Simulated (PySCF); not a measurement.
Zr(OEt)(H)3 (C₂H₈OZr), SMILES C(C)[O][ZrH3], multiplicity 1.

Geometry: B3LYP-D3(BJ)/def2-SVP. The spin state was assumed, not searched. The def2 effective core potentials stand for the cores of Zr; spin–orbit coupling is left out. One conformer was computed; it need not be the lowest.

Level of theory: PBE/def2-TZVP (PySCF).

Isolated molecule, no solvent.

Problem. Estimate the frontier levels, gap, dipole moment and polarisability. (An estimate is asked for; the answer gives what the named calculation found.)

Solution. 
```json
{
  "highest_occupied_level": "-6.52 eV",
  "lowest_empty_level": "-2.55 eV",
  "orbital_gap": "3.97 eV",
  "dipole_moment": "2.60 D",
  "quadrupole, principal values (traceless, Buckingham form, about the centre of nuclear charge)": "-4.56, -4.15, 8.71 D·Å",
  "mean_static_polarisability": "83.3 bohr³ (12.34 Å³)",
  "polarisability_principal_values": "74.1, 76.4, 99.3 bohr³"
}
```
